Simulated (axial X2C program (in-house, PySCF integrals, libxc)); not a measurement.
Which molecule has these constants?

Calculated with an axial X2C code built on PySCF integrals, spin-free (one-electron X2C) or two-component (2c: spin–orbit coupling with atomic mean-field Coulomb and Gaunt terms, which also bring small scalar terms), in Dyall basis sets with cores contracted in-house; open shells are unrestricted.

A two-component PBE0 calculation in a Dyall 3-zeta basis gave Re = 2.390 Å, ωe = 251.6 cm⁻¹, dipole magnitude 2.32 D, Ω = 7/2.

**Question.** Which molecule is it?
A. NiAs
B. NiP
C. NiSb

**Answer.** C. The others have NiP 2.093 Å and 409.5 cm⁻¹ (Ω = 7/2); NiAs 2.198 Å and 302.3 cm⁻¹ (Ω = 7/2).

Each entry is the lowest single determinant of a limited PBE0 search at one distance. De goes to single-determinant-based atoms at the same level (for ions the charge split of lowest energy) and is withheld (n/a) where an atom does not fit its ground term or J level. Main or longest-lived isotopes. One determinant is a doubtful description, or other states lie close, for NiSb, NiP, NiAs; these need not be ground states, and all values refer to the states named. With several unpaired electrons the Ω given is that of one determinant, not necessarily of the lowest component. The functionals have no current term, which raises determinants with orbital currents.
